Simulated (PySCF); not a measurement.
## How methods differ on the ionisation energy of Se⁺

Se⁺ [Ar] 3d10 4s2 4p3 (4S) → Se²⁺ [Ar] 3d10 4s2 4p2 (3P), as a difference of total energies. All numbers are calculated (PySCF 2.14, scalar relativity by spin-free X2C-1e, in aug-cc-pVDZ-DK (6s5p3d, 36 functions)). Correlated levels: valence: [Ar] 3d10 frozen. The calculations carry no spin-orbit coupling.

| method | ionisation energy (eV) |
| --- | --- |
| UHF | 20.841 |
| LDA | 21.485 |
| PBE0 | 21.410 |
| r2SCAN | 21.597 |
| wB97X | 21.145 |
| PW91 | 21.386 |
| LC-wPBE | 21.465 |
| MP2 (valence) | 21.206 |
| SCS-MP2 (valence) | 21.078 |

**Question.** Estimate what PBEsol gives.

**Answer.** 21.344 eV, closest to PW91 among the rows shown.

**Question.** Estimate what PBE gives.

**Answer.** 21.326 eV, closest to PW91 among the rows shown.

A first-order spin-orbit estimate (lowest level to lowest level, LS coupling) adds -0.290 eV.

Errors of the correlated levels include the incompleteness of this basis and the frozen core.

For comparison: 21.196 ± 0.01 eV (measured; NIST Atomic Spectra Database, ionization energies).
